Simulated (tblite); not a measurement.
**Question.** What does the GFN2-xTB structure of `O=C(O)c1coc([SiH3])c1` look like in three dimensions?

**Answer.** 
Z-matrix in Å and degrees, rows numbered from 1:
```
O 
C   1  1.2049
O   2  1.3464  1  122.18
C   2  1.4608  1  125.27  3  -180.00
C   4  1.3734  2  128.14  1   179.84
O   5  1.3282  4  110.50  2  -179.99
C   6  1.3609  5  108.30  4    -0.02
Si  7  1.8763  6  117.58  5  -179.95
C   7  1.3650  6  109.07  5     0.01
H   3  0.9703  2  109.34  1    -0.02
H   5  1.0723  4  131.11  2     0.00
H   8  1.4606  7  106.87  6  -179.83
H   8  1.4636  7  108.62  6   -59.64
H   8  1.4635  7  108.59  6    59.99
H   9  1.0697  4  125.88  2     0.02
```

The C–C distances run from 1.365 Å (C7–C9, aromatic) to 1.461 Å (C2–C4, drawn single), a spread of 0.096 Å. The 9 heavy atoms lie in one plane (0.001 Å rms). Of the pairs four or more bonds apart, O3···H11 is among the closest relative to their van der Waals radii: 2.77 Å, 102 % of the sum of Bondi's values. The 5-membered ring C4–C5–O6–C7–C9 has internal angles of 105.4° to 110.5°; it is planar, 0.00 Å rms from its mean plane, widest ring torsion 0°.

Structure optimised with GFN2-xTB, isolated species.

Point group: Cs (tolerance 0.08 Å). Its GFN2-xTB frequencies are all real (lowest 39 cm⁻¹). The numbers are those of one conformer (O1–C2–O3–H 0°, O1–C2–C4–C5 180°).

The numbers are calculated, not measured.
